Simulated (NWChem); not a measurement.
Program: NWChem. System: C$_{2}$H$_{6}$GeO, charge 0, spin multiplicity 1, at a geometry optimised with B3LYP/def2-SVP. The structure started from a generated list of species. Level: M06-2X/def2-TZVP.

Output (cleaned and shortened):

```
             Northwest Computational Chemistry Package (NWChem) 7.3.0
             --------------------------------------------------------

                                NWChem Input Module
                                -------------------

 Scaling coordinates for geometry "geometry" by  1.889725989
 (inverse scale =  0.529177249)

 Turning off AUTOSYM since
 SYMMETRY directive was detected!

                             Geometry "geometry" -> ""
                             -------------------------

 Output coordinates in angstroms (scale by  1.889725989 to convert to a.u.)

  No.       Tag          Charge          X              Y              Z
 ---- ---------------- ---------- -------------- -------------- --------------
    1 Ge                  32.0000    -0.79308000     0.13398600     0.00000000
    2 C                    6.0000     0.44374600     1.74053600     0.00000000
    3 H                    1.0000    -0.15717200     2.66436500     0.00000000
    4 H                    1.0000     1.09597800     1.75332400    -0.89133100
    5 H                    1.0000     1.09597800     1.75332400     0.89133100
    6 O                    8.0000     0.40260700    -1.21023000     0.00000000
    7 C                    6.0000     1.80786000    -1.23750500     0.00000000
    8 H                    1.0000     2.26797000    -0.23309700     0.00000000
    9 H                    1.0000     2.17266600    -1.78090200     0.89051300
   10 H                    1.0000     2.17266600    -1.78090200    -0.89051300

 Effective nuclear repulsion energy (a.u.)     262.2469999227

            Nuclear Dipole moment (a.u.)
            ----------------------------
        X                 Y               Z
 ---------------- ---------------- ----------------
     0.0000340151     0.0000188973     0.0000000000

      Symmetry information
      --------------------

 Group name             Cs
 Group number              2
 Group order               2
 No. of unique centers     8

      Symmetry unique atoms

     1    2    3    4    6    7    8    9


 Summary of "ao basis" -> "" (spherical)
 ------------------------------------------------------------------------------
       Tag                 Description            Shells   Functions and Types
 ---------------- ------------------------------  ------  ---------------------
 *                         def2-tzvp                  on all atoms

                                 NWChem DFT Module
[...]
              MO Center=  8.8D-01, -1.2D+00,  3.2D-13, r^2= 1.9D+00
   Bfn.  Coefficient  Atom+Function         Bfn.  Coefficient  Atom+Function
  ----- ------------  ---------------      ----- ------------  ---------------
   105      0.373090   6 O  pz              108      0.322651   6 O  pz
   111      0.260288   6 O  pz              136     -0.170272   7 C  pz
   167     -0.148898   9 H  s               173      0.148898  10 H  s
   139     -0.139434   7 C  pz               18      0.112127   1 Ge pz
    21      0.108680   1 Ge pz              168     -0.102747   9 H  s

 Vector   29  Occ=2.000000D+00  E=-2.769435D-01  Symmetry=a'
              MO Center= -7.4D-01,  4.5D-01,  7.9D-15, r^2= 3.1D+00
   Bfn.  Coefficient  Atom+Function         Bfn.  Coefficient  Atom+Function
  ----- ------------  ---------------      ----- ------------  ---------------
     6      0.430363   1 Ge s                16     -0.309484   1 Ge px
    19     -0.303708   1 Ge px                5      0.296717   1 Ge s
    55      0.177334   2 C  py               58      0.161535   2 C  py
    53     -0.157665   2 C  s                 4     -0.155246   1 Ge s
    54      0.153581   2 C  px               17     -0.140659   1 Ge py

 Vector   30  Occ=0.000000D+00  E=-3.674846D-02  Symmetry=a"
              MO Center= -7.6D-01,  1.8D-01,  2.4D-14, r^2= 3.3D+00
   Bfn.  Coefficient  Atom+Function         Bfn.  Coefficient  Atom+Function
  ----- ------------  ---------------      ----- ------------  ---------------
    21      0.765261   1 Ge pz               18      0.384583   1 Ge pz
   111     -0.184308   6 O  pz               12     -0.181865   1 Ge pz
   105     -0.150118   6 O  pz              108     -0.119847   6 O  pz
    88      0.119138   4 H  s                94     -0.119138   5 H  s
   168      0.102022   9 H  s               174     -0.102022  10 H  s

 Vector   31  Occ=0.000000D+00  E= 5.743396D-02  Symmetry=a'
              MO Center= -2.5D-01,  5.8D-01,  5.0D-13, r^2= 7.1D+00
   Bfn.  Coefficient  Atom+Function         Bfn.  Coefficient  Atom+Function
  ----- ------------  ---------------      ----- ------------  ---------------
    53      3.455806   2 C  s                20     -1.374027   1 Ge py
    88     -1.059811   4 H  s                94     -1.059811   5 H  s
     6     -0.863664   1 Ge s                82     -0.838168   3 H  s
   133      0.725504   7 C  s               102     -0.715542   6 O  s
   162     -0.427762   8 H  s               168     -0.287505   9 H  s

 Vector   32  Occ=0.000000D+00  E= 6.900501D-02  Symmetry=a'
              MO Center=  6.5D-01,  1.4D-01, -9.7D-15, r^2= 7.4D+00
   Bfn.  Coefficient  Atom+Function         Bfn.  Coefficient  Atom+Function
  ----- ------------  ---------------      ----- ------------  ---------------
    53      2.697292   2 C  s               133      2.051054   7 C  s
    88     -1.160970   4 H  s                94     -1.160970   5 H  s
     6     -1.120017   1 Ge s               168     -0.959404   9 H  s
   174     -0.959404  10 H  s                19     -0.946044   1 Ge px
   162     -0.925611   8 H  s               102      0.860471   6 O  s

 center of mass
 --------------
 x =  -0.25914849 y =  -0.01609813 z =   0.00000000

 moments of inertia (a.u.)
 ------------------
         365.942107834544         136.585904175851           0.000000000000
         136.585904175851         388.387243325216           0.000000000000
           0.000000000000           0.000000000000         731.475876287074

     Multipole analysis of the density
     ---------------------------------

     L   x y z        total         alpha         beta         nuclear
     -   - - -        -----         -----         ----         -------
     0   0 0 0     -0.000000    -29.000000    -29.000000     58.000000

     1   1 0 0      0.394137      0.197052      0.197052      0.000034
     1   0 1 0      0.444222      0.222102      0.222102      0.000019
     1   0 0 1      0.000000      0.000000      0.000000      0.000000

     2   2 0 0    -27.741797   -119.623074   -119.623074    211.504351
     2   1 1 0     -1.653960     36.545011     36.545011    -74.743982
     2   1 0 1     -0.000000     -0.000000     -0.000000      0.000000
     2   0 2 0    -29.476157   -120.623205   -120.623205    211.770254
     2   0 1 1     -0.000000     -0.000000     -0.000000      0.000000
     2   0 0 2    -26.077919    -18.707968    -18.707968     11.338017

 Task  times  cpu:       33.3s     wall:       33.3s

 Total times  cpu:       33.3s     wall:       33.3s
```

Question: Write an NWChem input that would produce this output.

Answer: This is not unique; one that fits is 
```
start mol
memory heap 200 mb stack 800 mb global 1000 mb
geometry units angstroms nocenter noautoz
  Ge    -0.793080     0.133986     0.000000
  C      0.443746     1.740536     0.000000
  H     -0.157172     2.664365     0.000000
  H      1.095978     1.753324    -0.891331
  H      1.095978     1.753324     0.891331
  O      0.402607    -1.210230     0.000000
  C      1.807860    -1.237505     0.000000
  H      2.267970    -0.233097     0.000000
  H      2.172666    -1.780902     0.890513
  H      2.172666    -1.780902    -0.890513
  symmetry group Cs
end
basis spherical
  * library def2-tzvp
end
dft
  xc m06-2x
  semidirect memsize 60000000 filesize 0
  iterations 100
  grid fine
end
task dft energy
```
